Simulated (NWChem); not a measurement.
Species: C₄H₅NO; SMILES C(/C=C/OC)#N

```xyz
11

C     -0.6447    -2.2928     0.0000
O      0.6385    -1.6673     0.0000
C      0.6833    -0.3299     0.0000
C     -0.3586     0.5311     0.0000
C     -0.1344     1.9356     0.0000
N      0.0318     3.0887     0.0000
H     -0.4547    -3.3663     0.0000
H     -1.2119    -2.0147     0.8962
H     -1.2119    -2.0147    -0.8962
H      1.7107     0.0220     0.0000
H     -1.3902     0.1970     0.0000
```
Atoms are numbered in this order, from 1.

Program: NWChem. Pople sets run with spherical d functions. Coordinates come from a B3LYP/6-31G* (spherical d) optimisation. B3LYP is NWChem's, with the RPA form of VWN correlation. Atomic charges in e: unrestrained fits to the electrostatic potential beside Mulliken populations; buried atoms are poorly determined by the fit.

For level Hartree-Fock/6-31G*:

| Quantity | Result |
|---|---|
| Mulliken C1 | -0.19 |
| Mulliken O2 | -0.62 |
| Mulliken C4 | -0.34 |
| Mulliken C5 | 0.23 |

How do the values read with level B3LYP/def2-SVP instead?


- Mulliken C1 = 0.18
- Mulliken O2 = -0.30
- Mulliken C4 = -0.20
- Mulliken C5 = -0.10
